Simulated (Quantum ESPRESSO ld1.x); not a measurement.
The table gives one normalised radial function P(r) = r R(r) of Dy2+ in [Xe] 4f8 5f2 (r in bohr). Calculated with ld1.x of Quantum ESPRESSO 7.5: scalar-relativistic Kohn-Sham, LDA (Slater exchange, Perdew-Wang correlation), spin-polarised, spherical densities, point nucleus; open shells are filled with parallel spins first (spin-orbit coupling, left out, can overturn this in heavy ions).

r         P
0.001219   0.0564
0.001954   0.0807
0.003133   0.1114
0.004983   0.1443
0.007989   0.1686
0.01281    0.1573
0.02053    0.0721
0.03292   -0.1017
0.05278   -0.2620
0.08461   -0.1492
0.1346     0.2690
0.2157     0.2849
0.3459    -0.4365
0.5545    -0.2808
0.889      0.8472
1.425      0.9113
2.285      0.2582
3.634      0.0177
5.826      0.0001
9.34       0.0000
14.97      0.0000

Which n and l does it have? It may be an empty orbital.

Answer. n = 5, l = 0: the number of nodes gives n - l - 1 = 4, the rise at small r (about r^(l+1), flatter next to the nucleus through relativity) gives l, and the extent must fit the shell. The curve is that of 5s down; the table hardly tells the two spins apart. 5s down: eigenvalue -80.601 eV, 4 radial nodes at r = 0.0256, 0.101, 0.265, 0.625 bohr, <r> = 1.25 bohr, 90 % of the charge inside 1.80 bohr.
